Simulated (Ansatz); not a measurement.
Born–Oppenheimer molecular dynamics of ClF$_{3}$Zr (5 atoms, charge 0, multiplicity 1). It goes on from the last frame of an earlier run, with new velocities.

Level of theory: RKS r2SCAN/def2-SVP in Ansatz.

```
ensemble                      : NVE (velocity Verlet)
time step                     : 1 fs
steps asked                   : 250
starting velocities drawn for : 1000 K
seed                          : 741498
```

First frame:

```xyz
5
Properties=species:S:1:pos:R:3
Zr 0.017 0.005 -0.012
F -0.068 0.002 1.914
Cl 2.295 -0.011 -0.840
F -0.874 1.558 -0.573
F -0.868 -1.565 -0.613
```

What does the run give?

The run went to its last step.

| Property | Result |
| --- | --- |
| steps done | 250 |
| time covered | 250 fs |
| mean temperature over the second half | 557 K |
| spread of the potential energy over the second half | 14.5 meV per atom |
| mean potential energy of the second half above the start | 34.4 meV per atom |

The conserved energy stayed within 0.046 meV per atom of its start (net change 0.0086 meV per atom), so the integration is sound. Over the second half the temperature averaged 0.56 of the 1000 K drawn at the start: a run that starts near a minimum puts about half its kinetic energy into the potential. A run of 0.25 ps of so small a system gives no equilibrium averages.

What happens to the structure?

The same pairs are bonded in the first frame and the last. Pairs count as bonded within 1.25 times the sum of covalent radii (0.12 Å more for H–H). Another seed would give other details.

How do temperature and energy run in time?


```
time (fs)  T (K)  potential energy less start (eV)  conserved less start (meV/atom)
        0   1000                             0.000                             0.00
       20    865                             0.053                             0.00
       40    280                             0.279                             0.03
       60    192                             0.313                             0.03
       80    538                             0.179                             0.02
      100   1008                            -0.003                             0.01
      120    863                             0.053                             0.03
      140    484                             0.200                             0.03
      160    191                             0.314                             0.04
      180    510                             0.190                             0.02
      200    640                             0.140                             0.02
      220    843                             0.061                            -0.01
      240    568                             0.168                             0.03
```

Time of the run: 17 min on 2 threads of Arm Neoverse V1, with other jobs on the host, peak memory 0.16 GiB.
